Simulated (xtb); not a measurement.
O$_{2}$Si, charge -1, doublet, geometry from GFN2-xTB (a state made from the parent by changing its charge; the spin is typed, not shown lowest); xtb 6.7.1 with GFN0-xTB.

Here is a job for xtb.
```
$ xtb mol.xyz --gfn 0 --chrg -1 --uhf 1 --json

# file mol.xyz
3

O      1.42427737    -0.24577043     0.00533465
Si    -0.01222762     0.33847329     0.01337146
O     -1.40287903    -0.34655783    -0.02873470
```

What the program printed (banner, timings and long lists left out):

```
   ID    Z sym.   atoms
    1    8 O      1, 3
    2   14 Si     2

           -------------------------------------------------
          |                Calculation Setup                |
           -------------------------------------------------

           -------------------------------------------------
          |                 G F N 0 - x T B                 |
           -------------------------------------------------

          ...................................................
          :                      SETUP                      :
          :.................................................:
          :  # basis functions                  18          :
          :  # atomic orbitals                  17          :
          :  # shells                            7          :
          :  # electrons                        17          :
          :  electronic temp.          300.0000000     K    :
          :  accuracy                    1.0000000          :
          :  -> integral cutoff          0.2500000E+02      :
          :  -> integral neglect         0.1000000E-07      :
          ...................................................

         :::::::::::::::::::::::::::::::::::::::::::::::::::::
         ::                     SUMMARY                     ::
         :::::::::::::::::::::::::::::::::::::::::::::::::::::
         :: total energy              -9.728831276522 Eh    ::
         :: gradient norm              0.004203516637 Eh/a0 ::
         :: HOMO-LUMO gap              1.603695849616 eV    ::
         ::.................................................::
         :: H0 energy                 -8.448086295883 Eh    ::
         :: repulsion energy           0.050749699759 Eh    ::
         :: electrostat energy        -1.330912969658 Eh    ::
         :: -> Gsolv                   0.000000000000 Eh    ::
         ::    -> Gsasa                0.000000000000 Eh    ::
         ::    -> Gshift               0.000000000000 Eh    ::
         :: dispersion energy         -0.000581710740 Eh    ::
         :: short-range corr.          0.000000000000 Eh    ::
         :: add. restraining           0.000000000000 Eh    ::
         :: total charge              -1.000000000000 e     ::
         :::::::::::::::::::::::::::::::::::::::::::::::::::::

           -------------------------------------------------
          |                Property Printout                |
           -------------------------------------------------

    * Orbital Energies and Occupations

         #    Occupation            Energy/Eh            Energy/eV
      -------------------------------------------------------------
         1        2.0000           -0.6739895             -18.3402
         2        2.0000           -0.6440386             -17.5252
         3        2.0000           -0.4958853             -13.4937
         4        2.0000           -0.4666465             -12.6981
         5        2.0000           -0.4504883             -12.2584
         6        2.0000           -0.4489274             -12.2159
         7        2.0000           -0.4414128             -12.0115
         8        2.0000           -0.4340299             -11.8106
         9        1.0000           -0.3372495              -9.1770 (HOMO)
        10                         -0.2783148              -7.5733 (LUMO)
        11                         -0.1657321              -4.5098
        12                         -0.0889234              -2.4197
        13                         -0.0663215              -1.8047
        14                         -0.0429280              -1.1681
        15                          0.0473204               1.2877
        16                          0.3296057               8.9690
        17                          0.4503609              12.2549
      -------------------------------------------------------------
                  HL-Gap            0.0589347 Eh            1.6037 eV
             Fermi-level            0.0000000 Eh            0.0000 eV

     #   Z          covCN         q      C6AA      α(0)
     1   8 O        0.771    -0.900    34.732     7.906
     2  14 Si       1.542     0.800   196.058    29.152
     3   8 O        0.771    -0.900    34.732     7.906

 Mol. C6AA /au·bohr⁶  :        635.956125
 Mol. C8AA /au·bohr⁸  :      28261.671035
 Mol. α(0) /au        :         44.963960

Wiberg/Mayer (AO) data.
largest (>0.10) Wiberg bond orders for each atom

 ---------------------------------------------------------------------------
     #   Z sym  total        # sym  WBO       # sym  WBO       # sym  WBO
 ---------------------------------------------------------------------------
     1   8 O    1.790 --     2 Si   1.731
     2  14 Si   3.463 --     1 O    1.731     3 O    1.731
     3   8 O    1.790 --     2 Si   1.731
 ---------------------------------------------------------------------------

Topologies differ in total number of bonds
Writing topology from bond orders to xtbtopo.mol

 dipole moment from electron density (au)
     X       Y       Z
  -0.0499   1.3810   0.0546  total (Debye):    3.515

           -------------------------------------------------
          | TOTAL ENERGY               -9.728831276522 Eh   |
          | GRADIENT NORM               0.004203516637 Eh/α |
          | HOMO-LUMO GAP               1.603695849616 eV   |
           -------------------------------------------------

normal termination of xtb
```
